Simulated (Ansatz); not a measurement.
Correlation energies of `F[CH2][Ga]1[SiH2][SiH2]1` by basis set

Z-matrix (Å, degrees):
```
C
Ga 1 1.987
F 1 1.384 2 112.6
H 1 1.096 2 109.5 3 120.9
H 1 1.096 2 109.7 3 -121.0
Si 2 2.408 1 147.7 3 -165.0
Si 2 2.393 1 154.5 3 15.5
H 6 1.497 2 98.1 1 75.7
H 6 1.490 2 142.5 1 -62.8
H 7 1.490 2 140.2 1 -60.6
H 7 1.496 2 98.2 1 75.0
```

Charge 0, multiplicity 1. Correlated methods include outer-core shells of Ga, which these sets cover unevenly. Scalar relativity is left out up to krypton. All single points use the PBE0-D4/def2-TZVP geometry. It is one conformer, not always the lowest. Frozen core, restricted reference, Ansatz 0.2.0.

```
     basis      HF (Eh)  MP2 corr.
  def2-SVP  -2641.29419   -0.72671
def2-TZVPP  -2641.91643   -0.88780
def2-QZVPP  -2641.97949   -1.18900
```

Task: Estimate the CCSD correlation energy and the (T) correction in each basis where they were run (hartree).

Result: 
```tsv
basis	CCSD corr.	(T)
def2-SVP	-0.77329	-0.02447
def2-TZVPP	-0.93272	-0.03838
```
